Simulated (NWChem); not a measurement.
Species: C3H4Cl2Si; SMILES C=C=C(Cl)[SiH2]Cl

```xyz
10

C      1.6535     2.6766     0.4439
C      0.7784     1.7455     0.1685
C     -0.0578     0.7782    -0.1232
Cl    -1.7857     0.9697     0.0853
Si     0.5179    -0.8715    -0.7945
Cl     0.0728    -2.3746     0.5528
H      2.0948     2.7601     1.4432
H      1.9654     3.4042    -0.3133
H      1.9906    -0.8141    -0.9898
H     -0.2005    -1.1716    -2.0615
```
Atoms are numbered in this order, from 1.

All runs: NWChem. Coordinates come from a PBE0/def2-SVP optimisation. Level: PBE0/def2-SVP with SMD (1 M gas to 1 M solution), gas-phase geometry. Reactions with the solvent are ignored.

For solvent toluene:

```yaml
solvation free energy (kcal/mol): -4.0
cavity-dispersion-structure term (kcal/mol): -2.3
dipole in solution (D): 3.16
```

Task: What are these values for solvent water?

Result: 
- solvation free energy (kcal/mol) = 1.0
- cavity-dispersion-structure term (kcal/mol) = 4.2
- dipole in solution (D) = 3.71
